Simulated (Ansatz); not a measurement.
Ansatz (an electronic-structure program) input:

Ansatz 0.2 input:
```yaml
crystal:
  periodic: [false, false, false]
  atoms:
    - {symbol: Bi, position_ang: [0.00000000, -0.00000000, -0.00000000]}
    - {symbol: H, position_ang: [-0.00119215, -0.01758481, 1.86604734]}
    - {symbol: H, position_ang: [0.00119215, 0.01758481, -1.86604734]}
    - {symbol: H, position_ang: [1.79921888, -0.00095285, 0.00114048]}
    - {symbol: H, position_ang: [-0.89879359, 1.55857681, 0.01411314]}
    - {symbol: H, position_ang: [-0.90042529, -1.55762396, -0.01525362]}
basis:
  gaussian:
    orbitals: def2-TZVP
hamiltonian:
  xc: b3lyp
  dispersion: d3bj
phonons: {temperatures: {t_min: 298.15, t_max: 298.15, t_step: 100}}
```

Task: Which total energy does the run end on?

Result: -217.54609 Eh (B3LYP-D3(BJ)/def2-TZVP). The basis has 80 functions.
